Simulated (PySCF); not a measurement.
# UHF on Nb⁺ (niobium, charge +1)

Configuration: [Kr] 4d3 5s1, high-spin 5F determinant (an excited configuration). Computed with PySCF 2.14 in aug-cc-pwCVTZ-PP with ECP28MDF (8s8p7d4f3g, 122 functions), with a scalar-relativistic core potential.

```
Total energy             : -55.928034 hartree
One-electron energy      : -91.8116 hartree
Hartree (Coulomb) energy : 42.0117 hartree
Exchange energy          : -6.1281 hartree
⟨S²⟩                     : 6.0059
⟨L²⟩                     : 12.063
Sum of ⟨r⟩               : 19.37 bohr
Sum of ⟨r²⟩              : 40.37 bohr²
```

```json
{"shell": "4s α", "electrons": "1", "mean orbital energy (hartree)": "-3.08891", "rms radius, mean of both spins (bohr)": "1.25"}
{"shell": "4s β", "electrons": "1", "mean orbital energy (hartree)": "-2.94025", "rms radius, mean of both spins (bohr)": "1.25"}
{"shell": "4p α", "electrons": "3", "mean orbital energy (hartree)": "-2.03000", "rms radius, mean of both spins (bohr)": "1.40"}
{"shell": "4p β", "electrons": "3", "mean orbital energy (hartree)": "-1.83746", "rms radius, mean of both spins (bohr)": "1.40"}
{"shell": "4d α", "electrons": "3", "mean orbital energy (hartree)": "-0.64299", "rms radius, mean of both spins (bohr)": "2.07"}
{"shell": "5s α", "electrons": "1", "mean orbital energy (hartree)": "-0.48398", "rms radius, mean of both spins (bohr)": "3.55"}
```

Energies and moments cover only the electrons outside the core potential.
